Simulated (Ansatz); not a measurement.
This geometry of CH$_{4}$SSe (7 atoms, charge 0, multiplicity 1) is a first-order saddle point.

All numbers below come from RKS PBE0-D4/def2-SVP in Ansatz 0.2.0.

```xyz
7
Properties=species:S:1:pos:R:3
S -1.485 -0.449 -0.373
C -0.020 0.180 0.502
Se 1.568 -0.947 0.364
H -1.694 0.649 -1.129
H -0.228 0.228 1.580
H 0.211 1.195 0.157
H 1.647 -0.856 -1.102
```

(1) Which two structures does it join? (They come from a converged band through this point; their orientation in space is the band's.)

(2) How far does it lie above each of them?

Results:

(1) No bond is made or broken. The dihedral H4–S1–C2–H6 goes from 58 to -51°.

Image 0:

```xyz
7
Properties=species:S:1:pos:R:3
S -1.667 -0.206 -0.087
C -0.038 0.174 0.594
Se 1.466 -0.956 0.055
H -1.390 0.151 -1.359
H -0.128 0.024 1.679
H 0.226 1.226 0.429
H 1.531 -0.413 -1.311
```

Image 6:

```xyz
7
Properties=species:S:1:pos:R:3
S -1.306 -0.428 -0.688
C 0.009 0.198 0.393
Se 1.510 -1.040 0.428
H -2.082 0.681 -0.645
H -0.326 0.262 1.439
H 0.358 1.187 0.068
H 1.837 -0.859 -0.995
```

(2) 5.6 kJ/mol above the first and 3.6 kJ/mol above the second. This is the barrier of this one path; another mechanism may lie lower.

The run took 2.2 min on 1 thread of Arm Neoverse V1, on a shared host, peak memory 0.17 GiB.
